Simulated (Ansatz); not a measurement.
Species: OsO (charge 0, quintet). The spin state was set by rule; other spins were not relaxed. SMILES: [O]=[Os]
Structure (B3LYP-D3(BJ)/def2-TZVP (Ansatz, a first-principles code) minimum search):
```xyz
2

Os     0.0000     0.0000    -0.1652
O      0.0000     0.0000     1.5695
```
Charge 0, spin multiplicity 5.

Question: Give the harmonic wavenumbers at B3LYP-D3(BJ)/def2-TZVP (Ansatz, finite differences of forces, unscaled).

Answer: 942 cm⁻¹. Zero-point energy 1.3 kcal/mol.

Question: From these and the geometry, give the ideal-gas thermochemistry at 298.15 K and 1 atm (rigid rotor, harmonic oscillator).

Answer: Point group C∞v, rotational symmetry number 1. Rotational constants 11.38, 11.38 GHz. S(trans) 41.88, S(rot) 14.51, S(vib) 0.12, S(elec, spin only) 3.20, S 59.7 cal/(mol K). H(298) - H(0) 2.10 kcal/mol; G - E(el) -14.4 kcal/mol.
